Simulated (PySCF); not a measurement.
Se(F)(NH2) (FH₂NSe), SMILES N[Se]F.

Geometry optimised at PBE0-D3(BJ)/def2-TZVP. The values are those of a single conformer.

Level of theory: M06-2X/def2-TZVPD run with PySCF.

Symmetry labels are those of the subgroup Cs that the program uses (full group Cs).

Computed valence orbital energies around the gap with their symmetry:
| orbital | symmetry | energy (eV) |
|---|---|---|
| HOMO−7 | A' | -20.74 |
| HOMO−6 | A" | -16.60 |
| HOMO−5 | A' | -15.51 |
| HOMO−4 | A' | -14.20 |
| HOMO−3 | A" | -14.02 |
| HOMO−2 | A' | -12.01 |
| HOMO−1 | A' | -10.45 |
| HOMO | A" | -8.00 |
| LUMO | A' | -0.29 |
| LUMO+1 | A' | -0.08 |
| LUMO+2 | A" | 0.72 |
| LUMO+3 | A' | 0.76 |
